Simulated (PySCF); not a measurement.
Two species compared at the same levels of theory.

First species: C6H5Cl.
Structure used (GFN2-xTB), in Å, numbered top down from 1:
```xyz
12
C6H5Cl angstrom
C     -3.3252    0.1788    0.4016
C     -1.8966    0.0843    0.2421
C     -0.6995    0.0061    0.1088
C      0.6463   -0.0842   -0.0404
C      1.8381   -0.2185   -0.1849
C      3.2607   -0.3026   -0.3386
Cl     4.0327    1.3062   -0.0215
H     -3.7013   -0.6970    0.9314
H     -3.5771    1.0722    0.9738
H     -3.8086    0.2362   -0.5742
H      3.5347   -0.5810   -1.3580
H      3.6970   -1.0010    0.3780
```

Second species: C6H5Cl.
Cartesian coordinates in Å at the GFN2-xTB level; atoms count from 1:
```
atom  x, y, z in Å
C1    -1.8549   -0.6615    0.3063
C2    -0.5446   -0.5368    0.1925
C3     0.6311   -1.4025    0.3841
C4     1.4770   -0.4047    0.0342
Cl5    3.1610   -0.2663   -0.1066
C6     0.3904    0.5661   -0.1948
C7     0.2968    1.8276   -0.5710
H8    -2.5141    0.1625    0.0963
H9    -2.3093   -1.5880    0.6125
H10    0.7537   -2.4245    0.6829
H11   -0.6581    2.3154   -0.6632
H12    1.1720    2.4122   -0.7994
```

Levels: PBE0/def2-SVPD for dipole moment, HOMO energy, LUMO energy, HOMO–LUMO gap, static isotropic polarisability and electronic spatial extent ⟨r²⟩ about the centre of nuclear charge; TDDFT PBE0/def2-SVPD for lowest singlet excitation; TDA PBE0/def2-SVPD for lowest triplet excitation (Tamm–Dancoff); GFN2-xTB for rotational constant A and rotational constant C. Geometries: GFN2-xTB. Each structure is a single optimised conformer of the isolated species, non-relativistic unless stated; the electronic structure was computed with PySCF and density fitting.

**Question.** Which of the two has the higher T1 energy, and by how much?

**Answer.** The first: 3.63 eV against 2.99 eV, a difference of 0.64 eV.

**Question.** Which of the two has the higher S1 energy, and by how much?

**Answer.** The second: 4.69 eV against 4.33 eV, a difference of 0.36 eV.

**Question.** Which has the higher HOMO–LUMO gap?

**Answer.** The first: 5.98 eV against 5.55 eV, a difference of 0.43 eV.

**Question.** Which of the two has the higher dipole moment, and by how much?

**Answer.** The first: 2.67 D against 0.82 D, a difference of 1.85 D.

**Question.** Which of the two has the higher LUMO energy, and by how much?

**Answer.** The first: -1.15 eV against -1.27 eV, a difference of 0.12 eV.

**Question.** Which of the two has the higher HOMO energy, and by how much?

**Answer.** The second: -6.82 eV against -7.13 eV, a difference of 0.31 eV.

**Question.** Which of the two has the higher rotational constant C, and by how much?

**Answer.** The second: 1.151 GHz against 0.572 GHz, a difference of 0.579 GHz.

**Question.** Which has the higher ⟨r²⟩?

**Answer.** The first: 1827 bohr² against 963 bohr², a difference of 864 bohr².

On the first: No computed singlet falls in the visible range (750 to 380 nm, 1.65 to 3.26 eV); S1 lies 1.07 eV above its blue end. The principal polarisabilities are 56.8, 65.1 and 173.4 au; their mean is the isotropic value.

On the second: S1 lies 0.86 eV below the HOMO–LUMO gap; its leading configuration is HOMO→LUMO, weight 0.74. The polarisability is 13.29 Å³ as a volume (1 au = 0.148185 Å³), or 1.55 au for each of the 58 electrons.
